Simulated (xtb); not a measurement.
C$_{2}$H$_{5}$O (SMILES [CH2]CO), doublet, from a rough starting geometry; xtb with GFN2-xTB.

Input for xtb:
```
$ xtb mol.xyz --gfn 2 --uhf 1 --opt vtight --json

# file mol.xyz
8

C      1.09432317    -0.52456591    -0.01178895
C     -0.02246101     0.48476032     0.00763766
O     -1.29263917    -0.34831606     0.00788330
H     -2.01351559     0.29619938    -0.01955647
H     -0.01836691     1.10896813     0.89268755
H      0.04486059     1.08561376    -0.85252880
H      1.17035843    -1.09204861     0.86869097
H      1.05217320    -1.12956054    -0.90957276
```

What the program printed (banner, timings and long lists left out):

```
   ID    Z sym.   atoms
    1    6 C      1, 2
    2    8 O      3
    3    1 H      4-8

           -------------------------------------------------
          |                Calculation Setup                |
           -------------------------------------------------

           -------------------------------------------------
          |                 G F N 2 - x T B                 |
           -------------------------------------------------

          ...................................................
          :                      SETUP                      :
          :.................................................:
          :  # basis functions                  17          :
          :  # atomic orbitals                  17          :
          :  # shells                           11          :
          :  # electrons                        19          :
          :  max. iterations                   250          :
          :  Hamiltonian                  GFN2-xTB          :
          :  restarted?                      false          :
          :  GBSA solvation                  false          :
          :  PC potential                    false          :
          :  electronic temp.          300.0000000     K    :
          :  accuracy                    1.0000000          :
          :  -> integral cutoff          0.2500000E+02      :
          :  -> integral neglect         0.1000000E-07      :
          :  -> SCF convergence          0.1000000E-05 Eh   :
          :  -> wf. convergence          0.1000000E-03 e    :
          :  Broyden damping             0.4000000          :
          :  net charge                          0          :
          :  unpaired electrons                  1          :
          ...................................................

 iter      E             dE          RMSdq      gap      omega  full diag
   1    -10.8735012 -0.108735E+02  0.449E+00    8.57       0.0  T
   2    -10.8906657 -0.171645E-01  0.245E+00    8.57       1.0  T
   3    -10.8910447 -0.379075E-03  0.856E-01    8.71       1.0  T
   4    -10.8913785 -0.333748E-03  0.138E-01    8.52       1.0  T
   5    -10.8913997 -0.212146E-04  0.702E-02    8.54       1.0  T
   6    -10.8914008 -0.107048E-05  0.915E-03    8.55       3.9  T
   7    -10.8914008 -0.357206E-07  0.177E-03    8.55      20.0  T
   8    -10.8914008 -0.104300E-07  0.437E-04    8.55      80.9  T
   9    -10.8914008 -0.544365E-10  0.650E-05    8.55     543.8  T

   *** convergence criteria satisfied after 9 iterations ***

         :::::::::::::::::::::::::::::::::::::::::::::::::::::
         ::                     SUMMARY                     ::
         :::::::::::::::::::::::::::::::::::::::::::::::::::::
         :: total energy             -10.776413879895 Eh    ::
         :: gradient norm              0.080883634593 Eh/a0 ::
         :: HOMO-LUMO gap              8.547440041043 eV    ::
         ::.................................................::
         :: SCC energy               -10.891400454465 Eh    ::
         :: -> isotropic ES            0.027608370550 Eh    ::
         :: -> anisotropic ES          0.000734919057 Eh    ::
         :: -> anisotropic XC          0.004061247541 Eh    ::
         :: -> dispersion             -0.002411375583 Eh    ::
         :: repulsion energy           0.114986574570 Eh    ::
         :: add. restraining           0.000000000000 Eh    ::
         :: total charge              -0.000000000000 e     ::
         :::::::::::::::::::::::::::::::::::::::::::::::::::::

      -----------------------------------------------------------
     |                   =====================                   |
     |                        A N C O P T                        |
     |                   =====================                   |
     |               Approximate Normal Coordinate               |
     |                Rational Function Optimizer                |
      -----------------------------------------------------------
      -----------------------------------------------------------
     |                   =====================                   |
     |                        A N C O P T                        |
     |                   =====================                   |
     |               Approximate Normal Coordinate               |
     |                Rational Function Optimizer                |
      -----------------------------------------------------------

          ...................................................
          :                      SETUP                      :
          :.................................................:
          :   optimization level         verytight          :
          :   max. optcycles                   200          :
          :   ANC micro-cycles                  20          :
          :   degrees of freedom                18          :
          :.................................................:
          :   RF solver                   davidson          :
          :   write xtbopt.log                true          :
          :   linear?                        false          :
          :   energy convergence         0.1000000E-06 Eh   :
          :   grad. convergence          0.2000000E-03 Eh/α :
          :   maxmium RF displ.          1.0000000          :
          :   Hlow (freq-cutoff)         0.1000000E-01      :
          :   Hmax (freq-cutoff)         5.0000000          :
          :   S6 in model hess.         20.0000000          :
          ...................................................

generating ANC from exact Hessian ...
Using Lindh-Hessian (1995)
 Shifting diagonal of input Hessian by    0.0000000000000000
 Lowest  eigenvalues of input Hessian
    0.000000    0.000000    0.000000    0.000000    0.000000    0.000000
    0.013729    0.021122    0.026621    0.051168    0.067197    0.077821
    0.091871    0.129757    0.143894    0.175194    0.216060    0.443208
[...]
 * total energy  :   -10.7899246 Eh     change       -0.7241722E-04 Eh
 * total energy  :   -10.7900348 Eh     change       -0.1102086E-03 Eh
 * total energy  :   -10.7901075 Eh     change       -0.7268464E-04 Eh
 * total energy  :   -10.7901437 Eh     change       -0.3619079E-04 Eh
 * total energy  :   -10.7901728 Eh     change       -0.2907226E-04 Eh
 * total energy  :   -10.7901883 Eh     change       -0.1551644E-04 Eh
 * total energy  :   -10.7901796 Eh     change        0.8736477E-05 Eh
 * total energy  :   -10.7901977 Eh     change       -0.1815989E-04 Eh
 * total energy  :   -10.7901986 Eh     change       -0.8330045E-06 Eh
 * total energy  :   -10.7901996 Eh     change       -0.1056904E-05 Eh
 * total energy  :   -10.7902004 Eh     change       -0.7818429E-06 Eh
 * total energy  :   -10.7902007 Eh     change       -0.3494035E-06 Eh
 * total energy  :   -10.7902008 Eh     change       -0.5902215E-07 Eh
   *** GEOMETRY OPTIMIZATION CONVERGED AFTER 38 ITERATIONS ***
[...]
          :  -> integral neglect         0.1000000E-07      :
          :  -> SCF convergence          0.1000000E-05 Eh   :
          :  -> wf. convergence          0.1000000E-03 e    :
          :  Broyden damping             0.4000000          :
          :  net charge                          0          :
          :  unpaired electrons                  1          :
          ...................................................

 iter      E             dE          RMSdq      gap      omega  full diag
   1    -10.9020567 -0.109021E+02  0.238E-05    9.75       0.0  T
   2    -10.9020567 -0.605738E-12  0.135E-05    9.75    2617.4  T
   3    -10.9020567 -0.390799E-13  0.622E-06    9.75    5686.1  T

   *** convergence criteria satisfied after 3 iterations ***

         :::::::::::::::::::::::::::::::::::::::::::::::::::::
         ::                     SUMMARY                     ::
         :::::::::::::::::::::::::::::::::::::::::::::::::::::
         :: total energy             -10.790200806283 Eh    ::
         :: gradient norm              0.000112098493 Eh/a0 ::
         :: HOMO-LUMO gap              9.754359611088 eV    ::
         ::.................................................::
         :: SCC energy               -10.902056466854 Eh    ::
         :: -> isotropic ES            0.025581523135 Eh    ::
         :: -> anisotropic ES          0.003136973145 Eh    ::
         :: -> anisotropic XC          0.003077815719 Eh    ::
         :: -> dispersion             -0.002418036265 Eh    ::
         :: repulsion energy           0.111855660571 Eh    ::
         :: add. restraining           0.000000000000 Eh    ::
         :: total charge               0.000000000000 e     ::
         :::::::::::::::::::::::::::::::::::::::::::::::::::::

           -------------------------------------------------
          |                Property Printout                |
           -------------------------------------------------

    * Orbital Energies and Occupations

         #    Occupation            Energy/Eh            Energy/eV
      -------------------------------------------------------------
         1        2.0000           -0.6907452             -18.7961
         2        2.0000           -0.6280670             -17.0906
         3        2.0000           -0.5752500             -15.6533
         4        2.0000           -0.5660828             -15.4039
         5        2.0000           -0.5301822             -14.4270
         6        2.0000           -0.5054191             -13.7532
         7        2.0000           -0.4647676             -12.6470
         8        2.0000           -0.4531524             -12.3309
         9        2.0000           -0.4204207             -11.4402
        10        1.0000           -0.3103562              -8.4452 (HOMO)
        11                          0.0481099               1.3091 (LUMO)
        12                          0.1173468               3.1932
        13                          0.1373621               3.7378
        14                          0.1767308               4.8091
        15                          0.2099772               5.7138
        16                          0.2700501               7.3484
        17                          0.3589915               9.7687
      -------------------------------------------------------------
                  HL-Gap            0.3584661 Eh            9.7544 eV
             Fermi-level           -0.2482558 Eh           -6.7554 eV

     #   Z          covCN         q      C6AA      α(0)
     1   6 C        2.833    -0.124    31.154     9.147
     2   6 C        3.672     0.101    19.133     6.269
     3   8 O        1.656    -0.434    21.514     6.261
     4   1 H        0.805     0.284     0.771     1.379
     5   1 H        0.922     0.034     2.534     2.490
     6   1 H        0.922     0.034     2.534     2.490
     7   1 H        0.926     0.040     2.443     2.444
     8   1 H        0.927     0.064     2.148     2.292

 Mol. C6AA /au·bohr⁶  :        467.416720
 Mol. C8AA /au·bohr⁸  :       9750.969648
 Mol. α(0) /au        :         32.770977

Wiberg/Mayer (AO) data.
largest (>0.10) Wiberg bond orders for each atom

 ---------------------------------------------------------------------------
     #   Z sym  total        # sym  WBO       # sym  WBO       # sym  WBO
 ---------------------------------------------------------------------------
     1   6 C    3.192 --     2 C    1.101     7 H    0.984     8 H    0.981
     2   6 C    3.959 --     1 C    1.101     3 O    0.998     6 H    0.928
                             5 H    0.928
     3   8 O    1.965 --     2 C    0.998     4 H    0.906
     4   1 H    0.919 --     3 O    0.906
     5   1 H    0.997 --     2 C    0.928
     6   1 H    0.997 --     2 C    0.928
     7   1 H    0.998 --     1 C    0.984
     8   1 H    0.996 --     1 C    0.981
 ---------------------------------------------------------------------------

Topologies differ in total number of bonds
Writing topology from bond orders to xtbtopo.mol

molecular dipole:
                 x           y           z       tot (Debye)
 q only:       -0.001       0.527       0.178
   full:       -0.063       0.802       0.257       2.147
molecular quadrupole (traceless):
                xx          xy          yy          xz          yz          zz
 q only:        1.126      -2.260       0.047      -0.274      -0.124      -1.173
  q+dip:        0.917      -3.290       0.515      -0.633      -0.134      -1.433
   full:        1.243      -3.236       0.222      -0.534      -0.211      -1.466

optimized geometry written to: xtbopt.xyz

           -------------------------------------------------
          | TOTAL ENERGY              -10.790200806283 Eh   |
          | GRADIENT NORM               0.000112098493 Eh/α |
          | HOMO-LUMO GAP               9.754359611088 eV   |
           -------------------------------------------------

normal termination of xtb
```
